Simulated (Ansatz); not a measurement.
CH7FN2Si, SMILES CN[Si@H](N)F.

Geometry: r2SCAN-D4/def2-SVP. The structure was generated by enumeration; whether it is a known compound was not checked. One conformer was computed; it need not be the lowest.

Two levels are set side by side: PBE/def2-TZVPD (Ansatz, an electronic-structure program) and CAM-B3LYP/def2-TZVPD (Ansatz). Energy differences of separate SCF runs at the same geometry; the states with an electron removed or added have multiplicity 2 and 2. Differences are taken from unrounded values.

| quantity | CAM-B3LYP |
|---|---|
| vertical ionisation energy (eV) | 9.48 |
| vertical singlet–triplet gap (eV) | 6.19 |

Task: What does PBE give, and how far is it from CAM-B3LYP? (Estimate from the structure and the level; the computed values follow.)

Result: 
```json
[
 {"quantity": "vertical ionisation energy (eV)", "PBE": "8.98", "PBE minus CAM-B3LYP": "-0.50"},
 {"quantity": "vertical singlet–triplet gap (eV)", "PBE": "5.71", "PBE minus CAM-B3LYP": "-0.48"}
]
```
